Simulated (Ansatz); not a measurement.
C$_{4}$H$_{7}$B, relaxed with RKS PBE-D4/def2-SVP in Ansatz 0.2.0 from a rough embedded geometry. The force threshold is 0.03 eV/Å; the program also tests the step.

Total charge 0; spin multiplicity 1. The bonds changed during the relaxation, so this is another structure than the one it started from.

Start:

```xyz
12

B     2.246    0.641    0.430
C     1.365    0.397   -0.790
C     0.028   -0.015   -0.353
C    -1.152   -0.312   -0.092
C    -2.453   -0.752    0.361
H     2.730    1.738    0.686
H     2.449   -0.205    1.240
H     1.783   -0.388   -1.417
H     1.321    1.367   -1.411
H    -3.085   -0.771   -0.548
H    -2.379   -1.724    0.837
H    -2.853    0.025    1.058
```

| step | energy (eV) | largest force (eV/Å) | largest move (Å) |
| --- | --- | --- | --- |
| 1 | -4925.2086 | 1.893 | 0.000 |
| 2 | -4925.3984 | 0.702 | 0.066 |
| 3 | -4925.4322 | 0.529 | 0.085 |
| 4 | -4925.4715 | 0.299 | 0.200 |
| 5 | -4925.5022 | 0.591 | 0.198 |
| 6 | -4925.5449 | 0.557 | 0.195 |
| 7 | -4925.5949 | 0.299 | 0.195 |
| 8 | -4925.6382 | 0.217 | 0.200 |
| 9 | -4925.6674 | 0.295 | 0.192 |
| 10 (rejected) | -4925.6540 | 0.742 | 0.197 |
| 11 | -4925.6847 | 0.224 | 0.099 |
| 12 | -4925.6998 | 0.113 | 0.097 |
| 13 | -4925.7163 | 0.134 | 0.145 |
| 14 | -4925.7406 | 0.334 | 0.196 |
| 15 | -4925.7672 | 0.556 | 0.167 |
| 16 | -4925.8062 | 0.389 | 0.194 |
| 17 | -4925.8405 | 0.394 | 0.091 |
| 18 | -4925.8592 | 0.171 | 0.084 |
| 19 | -4925.8614 | 0.081 | 0.027 |
| 20 | -4925.8616 | 0.034 | 0.025 |
| 21 | -4925.8623 | 0.005 | 0.013 |

End:

```xyz
12

B     1.025    0.277    0.460
C     1.531    0.408   -1.172
C     0.172    0.041   -1.039
C    -0.623   -0.170   -0.069
C    -1.891   -0.507    0.581
H     0.960    1.373    0.993
H     1.521   -0.700    0.999
H     2.236   -0.363   -1.523
H     1.751    1.429   -1.528
H    -2.685   -0.715   -0.164
H    -1.771   -1.399    1.229
H    -2.227    0.326    1.233
```

Hardware: 4 threads of an Arm Neoverse V1 on a shared host. Wall time 22 s, peak host memory 0.14 GiB.
